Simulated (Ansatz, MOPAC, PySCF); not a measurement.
System: SnOCl, charge 0, multiplicity 2. SMILES: [Sn](=[O])[Cl]
Geometry: optimised at B3LYP-D3(BJ)/def2-TZVP (Ansatz, an electronic-structure program).

Wanted: vertical electron affinity to the singlet, in eV. Conventions: STO-3G and 3-21G all-electron and non-relativistic; no dispersion term unless named; valence correlation only (noble-gas shells and the d and f shells of earlier blocks); no spin-orbit coupling; def2 sets with scalar-relativistic core potentials past Kr; UHF or UKS for open shells; LANL2DZ with its own core potentials from Na on; six Cartesian d functions in 6-31G* and its kin unless marked 5d; each state is the SCF solution reached for its charge and spin. Ab initio and DFT rows: single points at B3LYP-D3(BJ) geometries (Ansatz). Semi-empirical rows: differences of heats of formation at the shared geometry for vertical values.

```csv
level,program,vertical electron affinity to the singlet (eV)
AM1,MOPAC,2.20
PM3,MOPAC,3.16
PM6,MOPAC,3.02
MNDO,MOPAC,2.17
HF/6-31G* with LANL2DZ past Ar,Ansatz,0.13
PBE/6-31G* with LANL2DZ past Ar,Ansatz,2.58
B3LYP/STO-3G,Ansatz,-2.12
B3LYP/3-21G,Ansatz,2.23
B3LYP/6-31G* with LANL2DZ past Ar,Ansatz,2.37
M06-2X/6-31G* with LANL2DZ past Ar (5d),PySCF,2.21
MP2/6-31G* with LANL2DZ past Ar,Ansatz,2.64
M06-2X/def2-TZVPD,PySCF,2.72
```

No value to compare with is used here. The 11 habitual levels span -2.12 (B3LYP/STO-3G) to 3.16 eV (PM3); M06-2X/def2-TZVPD gives 2.72.

The levels are drawn from those run, B3LYP/6-31G* more often than the rest, none by its result; left out are runs that failed, that the program found above a lower state of the same kind, or whose <S^2> lies over 0.5 above the pure value.
